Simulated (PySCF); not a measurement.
Isomers of C9H10, one GFN2-xTB conformer each. Single-point energies are computed at PBE0/pcSseg-1 (PySCF, gas phase, no added dispersion term), electronic only.

Question: Rank them by PBE0/pcSseg-1 energy, lowest first (kJ/mol).
A. `C1=CC=CC=C(C)C1=C`
B. `[CH2:1]=[CH:2][c:3]1[cH:4][cH:5][cH:6][cH:7][c:8]1[CH3:9]` with C1–C2–C3–C4 34° (2-methylstyrene)
C. `[cH:1]1[cH:2][cH:3][c:4]([CH:5]2[CH2:6][CH2:7]2)[cH:8][cH:9]1` with C3–C4–C5–C6 -144° (cyclopropylbenzene)

Answer: B (0.0), C (18.4), A (121.5).

As drawn, the lowest has an aromatic ring, which the highest lacks. GFN2-xTB itself gives, in the same order: 10.2, 0.0, 122.9. GFN2-xTB puts c1ccc(C2CC2)cc1 lowest instead; measured from each level's own lowest isomer, the values differ by up to 18.4 kJ/mol (c1ccc(C2CC2)cc1: 0.0 against 18.4).

Question: Which frontier levels, dipoles and rotational constants go with these structures?

Answer: 
| SMILES | HOMO (eV, PBE0/pcSseg-1) | LUMO (eV) | dipole (D) | A, B, C (MHz) |
| --- | --- | --- | --- | --- |
| C=Cc1ccccc1C | -6.61 | -0.87 | 0.41 | 2545, 1564, 987.5 |
| c1ccc(C2CC2)cc1 | -6.69 | -0.14 | 0.55 | 4291, 1122, 955.6 |
| C=C1C=CC=CC=C1C | -5.67 | -1.43 | 0.48 | 2560, 1642, 1061 |

Question: As an exercise, what shares would exp(−E/RT) give at 2000 K from these electronic energies alone (no entropy, no degeneracies)?

Answer: RT = 16.629 kJ/mol: C=Cc1ccccc1C 75.1 %, c1ccc(C2CC2)cc1 24.9 %, C=C1C=CC=CC=C1C 0.1 %.
